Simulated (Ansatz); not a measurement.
Two isomers of BFH4OSSi: A = `F[SiH2]OBS`, B = `FB(S)O[SiH3]`.

Isolated molecules relaxed with PBE0-D4/def2-TZVP in Ansatz; ΔE leaves out vibrations. CCSD(T)/CBS adds triple-zeta CCSD(T) − MP2 to the extrapolated MP2 energy (def2 sets, frozen cores). DFT in def2-TZVPP. B3LYP here is the variant with VWN-RPA as its local correlation; programs differ in this. Each species was taken in one conformer, which may not be the lowest.

Which is lower in electronic energy at CCSD(T)/CBS, and by how much? (An estimate is asked.)

Ansatz gave: A, by 17.0 kJ/mol.

Give E(B) − E(A) in kJ/mol with B2PLYP, PBE-D4, B3LYP, MP2/def2-TZVPP, CCSD/def2-TZVPP, HF/def2-TZVPP, CCSD(T)/def2-TZVPP. (An estimate is asked.)

Computed: B2PLYP 14.8, PBE-D4 8.3, B3LYP 13.2, MP2/def2-TZVPP 15.5, CCSD/def2-TZVPP 12.4, HF/def2-TZVPP 12.4, CCSD(T)/def2-TZVPP 12.2. None reverses the order clearly.

Largest T1 diagnostic: 0.013.
